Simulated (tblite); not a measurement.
Species: C₇H₃F₃N₂Se.
Bonds: F1–C2, C2–F3, C2–F4, C2–C5, C5–C6 (aromatic), C6–C7 (aromatic), C7–C8 (aromatic), C8–N9 (aromatic), N9–Se10 (aromatic), Se10–N11 (aromatic), N11–C12 (aromatic), C12–C13 (aromatic), C5–C13 (aromatic), C8–C12 (aromatic). Hydrogens: H14 on C6; H15 on C7; H16 on C13.

Computed with GFN2-xTB (tblite), gas phase: L-BFGS steps from a force-field or distance-geometry start until the largest atomic force falls under 0.01 eV/Å.

Step 1: E = -1081.0292 eV
```
atom  x, y, z in Å  |  force x, y, z in eV/Å
F1     -2.9951    0.6299    1.0266   -0.057  -0.481  -0.327
C2     -2.4516   -0.2244    0.1250    0.110  -0.013   0.054
F3     -2.7430   -1.4901    0.5069   -0.432   0.752  -0.307
F4     -3.0535    0.0426   -1.0655    0.084  -0.370   0.703
C5     -0.9700   -0.0341    0.0396    0.339   0.916  -0.395
C6     -0.4601    1.2320   -0.3690   -0.304  -0.713   0.251
C7      0.8719    1.4096   -0.4578    0.719   0.934  -0.258
C8      1.8079    0.4040   -0.1682   -0.011  -1.087   0.274
N9      3.1209    0.4456   -0.2196    0.827   0.177  -0.047
Se10    3.8682   -1.1291    0.2450   -2.172   0.884  -0.240
N11     2.2192   -1.7851    0.4840    0.390  -0.696   0.227
C12     1.2815   -0.8929    0.2393    0.936   0.798  -0.223
C13    -0.1069   -1.0332    0.3273   -0.272  -1.055   0.296
H14    -1.1220    2.0340   -0.5973   -0.369   0.293  -0.091
H15     1.2348    2.3724   -0.7560    0.263   0.298  -0.117
H16    -0.5099   -1.9722    0.6281   -0.051  -0.638   0.199
```

Step 2: E = -1081.1988 eV
```
atom  x, y, z in Å  |  force x, y, z in eV/Å
F1     -2.9949    0.6187    1.0183   -0.232  -0.075   0.086
C2     -2.4542   -0.2252    0.1265    0.680   0.193  -0.032
F3     -2.7500   -1.4722    0.5000   -0.455   0.075  -0.086
F4     -3.0505    0.0349   -1.0494   -0.170  -0.204   0.089
C5     -0.9652   -0.0270    0.0353    0.436   0.030  -0.077
C6     -0.4594    1.2288   -0.3676    0.112  -0.071   0.032
C7      0.8827    1.4265   -0.4623    0.263  -0.259   0.103
C8      1.8147    0.4007   -0.1686   -0.367  -0.503   0.131
N9      3.1375    0.4466   -0.2198    0.166   0.242  -0.061
Se10    3.8223   -1.1105    0.2400   -0.735   0.354  -0.110
N11     2.2292   -1.7979    0.4881   -0.118  -0.296   0.121
C12     1.2915   -0.8945    0.2405    0.007   0.582  -0.155
C13    -0.1118   -1.0513    0.3323    0.296   0.023  -0.050
H14    -1.1287    2.0388   -0.5988   -0.143   0.004  -0.005
H15     1.2394    2.3761   -0.7576    0.419   0.715  -0.241
H16    -0.5102   -1.9835    0.6316   -0.160  -0.809   0.254
```

Step 3: E = -1081.2558 eV
```
atom  x, y, z in Å  |  force x, y, z in eV/Å
F1     -2.9989    0.6132    1.0167   -0.126   0.043   0.142
C2     -2.4436   -0.2219    0.1265    0.405   0.103   0.003
F3     -2.7604   -1.4641    0.4958   -0.293  -0.066  -0.019
F4     -3.0523    0.0284   -1.0418   -0.121  -0.091  -0.098
C5     -0.9559   -0.0273    0.0334    0.261   0.016  -0.027
C6     -0.4551    1.2295   -0.3675    0.096   0.053  -0.015
C7      0.8902    1.4268   -0.4617    0.216   0.165  -0.038
C8      1.8119    0.3954   -0.1679   -0.112  -0.088   0.021
N9      3.1461    0.4509   -0.2208   -0.400   0.214  -0.049
Se10    3.7926   -1.0975    0.2363    0.148  -0.023  -0.011
N11     2.2309   -1.8074    0.4916   -0.466   0.124   0.001
C12     1.2926   -0.8889    0.2395   -0.073   0.075  -0.018
C13    -0.1077   -1.0560    0.3328    0.117  -0.334   0.073
H14    -1.1334    2.0401   -0.5993    0.008  -0.144   0.040
H15     1.2485    2.3901   -0.7625    0.268   0.215  -0.081
H16    -0.5131   -2.0021    0.6374    0.071  -0.263   0.077
```

**Question.** Estimate the geometry and energy of step 4. (The exact step hangs on the optimiser's Hessian estimate; all steps are aligned on step 3, rigid shifts and turns removed.)

**Answer.** E = -1081.2746 eV, largest force 0.327 eV/Å
```
atom  x, y, z in Å  |  force x, y, z in eV/Å
F1     -3.0018    0.6122    1.0183    0.006   0.008   0.054
C2     -2.4347   -0.2195    0.1266    0.026   0.012   0.019
F3     -2.7679   -1.4626    0.4943   -0.139   0.031  -0.031
F4     -3.0545    0.0251   -1.0411    0.000  -0.051  -0.034
C5     -0.9493   -0.0269    0.0323    0.232  -0.160   0.047
C6     -0.4524    1.2306   -0.3677    0.252   0.074  -0.028
C7      0.8959    1.4305   -0.4624    0.023   0.188  -0.049
C8      1.8100    0.3929   -0.1675   -0.144   0.167  -0.045
N9      3.1418    0.4554   -0.2218   -0.314   0.091  -0.019
Se10    3.7867   -1.0942    0.2350    0.206  -0.078   0.008
N11     2.2238   -1.8078    0.4926   -0.252   0.139  -0.013
C12     1.2919   -0.8869    0.2392   -0.191  -0.071   0.023
C13    -0.1051   -1.0636    0.3344   -0.059  -0.127   0.020
H14    -1.1346    2.0381   -0.5987    0.019  -0.139   0.040
H15     1.2552    2.3967   -0.7649    0.233   0.090  -0.039
H16    -0.5125   -2.0110    0.6401    0.103  -0.175   0.047
```

The energy changes by -0.0188 eV. The first-order estimate −F·Δx gives -0.0259 eV and the mean of the old and new forces, exact on a quadratic surface, -0.0188 eV. The step makes an angle of 31° with the force vector and moves no atom by more than 0.010 Å.

The cost below is that of the whole relaxation. The run took 0.19 s of wall time on one thread of an Arm Neoverse V2, shared host.
